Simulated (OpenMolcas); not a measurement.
## neutral beryllium: CASPT2 settings compared

```json
{"Program": "OpenMolcas 26.06", "Basis": "ANO-RCC-VDZ [3s2p]", "Scalar Hamiltonian": "DKH2, point nucleus", "Active space": "2 electrons in 8 orbitals (2s 2p 3s 3p)", "State averaging": "2S+1 = 1 even, 1 root; 2S+1 = 3 odd, 3 roots", "Spin-orbit coupling": "RASSI with atomic mean-field integrals over the reference wave functions, term energies averaged over their components"}
```

Methods on the same reference wave functions:
A. CASSCF
B. SS-CASPT2, IPEA 0.3 Eh, real shift 0.15 Eh (closed shells correlated: 1s)
C. SS-CASPT2, IPEA 0.4 Eh, sigma1 regulariser 0.3 Eh (closed shells correlated: none)
D. XMS-CASPT2, IPEA 0.75 Eh, no level shift (closed shells correlated: none)

Energies in cm-1 above 2s2 1S0, the measured ground level; measured values from NIST Handbook of Basic Atomic Spectroscopic Data.

```csv
Level,A,B,C,D,Measured
2s2 1S0,0.0,0.0,0.0,0.0,0.0
2s 2p 3P* 0,23352,23312,23352,23352,21978
2s 2p 3P* 1,23353,23313,23353,23353,21979
2s 2p 3P* 2,23354,23315,23354,23354,21981
```

Deviations, from unrounded energies. A percentage is the sum of absolute deviations over the sum of measured energies, with the sign that they share, or ± where signs differ.

```json
{"Against measurement": "mean absolute deviation (cm-1)", "Levels": "3", "A": "1400", "B": "1300", "C": "1400", "D": "1400"}
{"Against measurement": "other configurations (%)", "Levels": "3", "A": "+6.2", "B": "+6.1", "C": "+6.2", "D": "+6.2"}
```

A, B, C, D lie about equally close to measurement. The largest miss of B in the table is 2s 2p 3P* 1, by +1300 cm-1. The ranking rests on the paired levels alone, and a cruder setting can come out closer through cancelling errors.

Among B to D the level of the table that moves most is 2s 2p 3P* 0, by 39 cm-1 (lowest in B, highest in C).

The lowest spin-free term lies below A's lowest term by 0.001 hartree in B, 0.000 hartree in C, 0.000 hartree in D.

Active for correlation alone: 3p 3s; no level in the range computed is led by a configuration that fills them, so any true level of that kind is missing. Without dynamic correlation excited terms often stand tens of per cent too high (terms of higher spin than the ground term too low), and those without a measured partner can miss by more than the paired ones (holds for A). Measured partners are found by configuration, term and J. A level has none where our copy of the source lacks it or the pairing is in doubt (some pairs that miss far off the trend of their configuration count as doubtful), and it then counts in no deviation. Only configurations of the active space appear.

* marks odd parity.
